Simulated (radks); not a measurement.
Species: Cl2+. Configuration: [Ne] 3s2 3p3.

All-electron calculation, Dirac Kohn-Sham, BLYP, spin-unpolarised, spherical densities, point nucleus; open shells are shared between the two j in proportion to 2j + 1. Program: a radial shooting solver on a logarithmic mesh with Libxc functionals.

Energy parts (eV):
part                      energy
total                 -12522.590
kinetic                12589.932
electron-nucleus      -29476.807
Hartree                 5112.608
exchange-correlation    -748.323

Orbitals (lengths in bohr, moments of r in powers of bohr; <r^-3> diverges for s and p1/2; r(max) is where P^2 peaks):
orbital	occ.	eigenvalue (eV)	r(max)	<r^-3>	<r^4>	<r^2>
1s1/2	2	-2781.256	0.05946	-	0.0003200	0.01113
2s1/2	2	-280.4226	0.3616	-	0.09901	0.2343
2p1/2	2	-220.7923	0.2998	-	0.08914	0.2043
2p3/2	4	-219.0866	0.3017	101.8	0.09094	0.2065
3s1/2	2	-44.7392	1.244	-	9.173	2.389
3p1/2	1	-31.6467	1.340	-	15.31	2.996
3p3/2	2	-31.4815	1.345	9.919	15.54	3.020

The highest occupied level is 3p3/2 at -31.482 eV. For comparison, the ionisation energy in NIST's Atomic Spectra Database is 39.8 eV (semi-empirical). In exact Kohn-Sham theory the highest level is minus the ionisation energy, but local and semilocal functionals leave it too shallow, through self-interaction and a potential that decays too fast; potentials with the right tail come closer. The density falls to 0.001 e/bohr^3 at r = 3.31 bohr. Summed over all electrons, <r^2> = 15.54 bohr^2, which gives a Langevin (diamagnetic) susceptibility term of -12.3 x 10^-6 cm^3/mol.

Beside tabulated values, note that spin-unpolarised runs miss the spin-polarisation part of the exchange energy of open shells.
